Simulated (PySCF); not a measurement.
F2H5NSi2, SMILES N([SiH2]F)[SiH2]F.

Coordinates come from a PBE-D3(BJ)/def2-SVP optimisation. This is a generated structure with no PubChem entry under its InChIKey; it may be hypothetical. One conformer was computed; it need not be the lowest.

Computed with r2SCAN/def2-TZVP run with PySCF.

Symmetry labels are those of the subgroup C2 that the program uses (full group C2).

Problem. List the valence orbital energies around the gap with their symmetry. (Estimate from the structure and the level; the computed values follow.)

Solution. 
```tsv
orbital	symmetry	energy (eV)
HOMO−7	A	-11.07
HOMO−6	B	-10.85
HOMO−5	A	-10.84
HOMO−4	A	-10.09
HOMO−3	B	-9.36
HOMO−2	A	-8.76
HOMO−1	B	-8.55
HOMO	B	-7.61
LUMO	A	-0.32
LUMO+1	A	0.08
LUMO+2	B	0.24
LUMO+3	A	1.11
```
